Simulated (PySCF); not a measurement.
C4H6F2.

```xyz
12

C      1.6021     0.0000    -1.1344
C      0.6699     0.0000     0.0269
F      1.3096     0.0000     1.2147
C     -0.6699     0.0000     0.0269
C     -1.6021     0.0000    -1.1344
F     -1.3096     0.0000     1.2147
H      2.2561     0.8875    -1.0964
H      1.0710     0.0000    -2.0939
H      2.2561    -0.8875    -1.0964
H     -2.2561    -0.8875    -1.0964
H     -2.2561     0.8875    -1.0964
H     -1.0710     0.0000    -2.0939
```

Geometry optimised at B3LYP-D3(BJ)/def2-SVP.

The numbers are results of PySCF with PBE/pcSseg-1, not measurements. Non-relativistic, no solvent.

Question: Give the absolute GIAO shielding of each atom: isotropic value and principal components (ppm). (Estimate from the structure and the level; the computed values follow.)

Answer: 
```csv
atom,σ(iso),σ11,σ22,σ33,span
C1,163.6,153.7,155.3,181.9,28.1
C2,31.5,-33.5,59.2,68.8,102.4
F3,292.4,217.6,248.8,410.8,193.2
C4,31.5,-33.5,59.2,68.8,102.4
C5,163.6,153.7,155.3,181.9,28.1
F6,292.4,217.6,248.8,410.8,193.2
H7,29.2,25.5,27.0,35.1,9.6
H8,29.6,25.1,29.8,33.7,8.6
H9,29.2,25.5,27.0,35.1,9.6
H10,29.2,25.5,27.0,35.1,9.6
H11,29.2,25.5,27.0,35.1,9.6
H12,29.6,25.1,29.8,33.7,8.6
```
